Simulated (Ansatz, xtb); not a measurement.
System: SeCl, net charge 0, doublet state. 
Structure (B3LYP-D3(BJ)/def2-TZVP (Ansatz, a program for electronic structure) minimum search):
```xyz
2

Se     0.0000     0.0000    -0.7157
Cl     0.0000     0.0000     1.4313
```
Charge 0, spin multiplicity 2.

Harmonic wavenumbers from GFN2-xTB (xtb, at its own minimum), cm⁻¹: 402.

### Question
Give the harmonic wavenumbers at B3LYP-D3(BJ)/def2-TZVP (Ansatz, finite differences of forces, unscaled).

### Answer
432 cm⁻¹. Zero-point energy 0.6 kcal/mol.

### Question
From these and the geometry, give the ideal-gas thermochemistry at 298.15 K and 1 atm (rigid rotor, harmonic oscillator).

### Answer
Point group C∞v, rotational symmetry number 1. Rotational constants 4.481, 4.481 GHz. S(trans) 40.12, S(rot) 16.36, S(vib) 0.85, S(elec, spin only) 1.38, S 58.7 cal/(mol K). H(298) - H(0) 2.25 kcal/mol; G - E(el) -14.6 kcal/mol.
